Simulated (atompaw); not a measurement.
An all-electron radial function and its pseudo partner (osmium (Os))

Columns: radius, all-electron u(r) and pseudo u(r) of the 5d shell (level -7.92 eV) of osmium in the configuration [Kr] 4d10 4f14 5s2 5p6 5d6 6s1 6p1; PBE, scalar-relativistic, PAW (atompaw) scheme, atompaw 4.2.0.5.

```csv
r (bohr),all-electron,pseudo
0.081,0.2140,0.0006
0.162,0.1535,0.0044
0.242,-0.1452,0.0144
0.323,-0.3436,0.0331
0.404,-0.3620,0.0622
0.485,-0.2524,0.1026
0.565,-0.0834,0.1532
0.646,0.1028,0.2143
0.727,0.2780,0.2832
0.808,0.4296,0.3572
0.888,0.5518,0.4322
0.969,0.6478,0.5067
1.050,0.7184,0.5764
1.131,0.7667,0.6383
1.212,0.7965,0.6900
1.292,0.8110,0.7292
1.373,0.8137,0.7563
1.454,0.8070,0.7705
1.535,0.7931,0.7728
1.615,0.7741,0.7647
1.696,0.7510,0.7481
1.777,0.7251,0.7252
1.858,0.6975,0.6983
1.938,0.6691,0.6697
2.019,0.6400,0.6401
2.100,0.6107,0.6107
```

Q: How many radial nodes do the two functions have?

A: The all-electron 5d function has n − l − 1 = 2; the pseudo-wave has 0, since the states of the same l below it are removed with the core.

Q: Is the pseudo-wave norm-conserving?

A: No, it belongs to a PAW set: the norm inside the radius is not constrained, and the difference is carried by the augmentation charge.
